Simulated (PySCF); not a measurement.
# Deuteron quadrupole couplings in 2-methylstyrene

Compound: 2-methylstyrene, C9H10.
Z-matrix (Å and degrees, PBE0-D3(BJ)/def2-SVP geometry), rows numbered from 1:
```
C 
C   1  1.3389
C   2  1.4705  1  126.11
C   3  1.4034  2  120.64  1    25.02
C   4  1.3898  3  121.48  2  -179.37
C   5  1.3936  4  119.51  3    -0.45
C   6  1.3925  5  119.65  4    -0.08
C   7  1.3983  6  121.61  5     0.21
C   8  1.5024  3  121.43  2     0.37
H   1  1.0925  2  121.13  3  -179.01
H   1  1.0938  2  122.04  3     1.84
H   2  1.0948  1  117.78  3  -179.53
H   4  1.0924  3  118.96  2     2.02
H   5  1.0925  4  120.03  3  -179.72
H   6  1.0925  5  120.39  4  -179.67
H   7  1.0935  6  119.58  5  -179.98
H   9  1.1025  8  111.78  3   -62.87
H   9  1.1012  8  111.72  3    56.94
H   9  1.0985  8  110.85  3   177.27
```

Level: PBE0/pcSseg-1 (PySCF, non-relativistic); Q(2H) = 0.00286 b; rigid geometry, the same for H and D, with no vibrational averaging.

Task: What are Vzz, η and χzz (234.96 MHz × Q × Vzz) at all hydrogens?

Result: 
```
atom  bonded to  bond length (Å)  Vzz (au)     η  χzz (kHz)
 H10         C1            1.092    0.3080  0.05        207
 H11         C1            1.094    0.3051  0.06        205
 H12         C2            1.095    0.2988  0.07        201
 H13         C4            1.092    0.3034  0.07        204
 H14         C5            1.093    0.3049  0.07        205
 H15         C6            1.093    0.3047  0.06        205
 H16         C7            1.094    0.3024  0.08        203
 H17         C9            1.102    0.2886  0.02        194
 H18         C9            1.101    0.2892  0.02        194
 H19         C9            1.099    0.2942  0.04        198
```

Task: How does χzz go with the bond length over the 10 C–H bonds?

Result: A straight-line fit has a slope of -11.8 kHz for each 0.01 Å, with a correlation coefficient of -0.97, over lengths from 1.092 to 1.102 Å. The longer bonds have the smaller couplings here.

Task: A static deuteron (I = 1) shows a doublet split by (3/2)χ, (3/4)χ(1 + η) and (3/4)χ(1 − η) with the field along z, y and x of the gradient. What are these for H12?

Result: With |χ| = 200.8 kHz and η = 0.074: 301, 162 and 140 kHz, to first order and without motion.

The structure is a single PBE0-D3(BJ)/def2-SVP conformer in the gas phase; no vibrational or solvent corrections. The small basis limits the accuracy of the gradients.
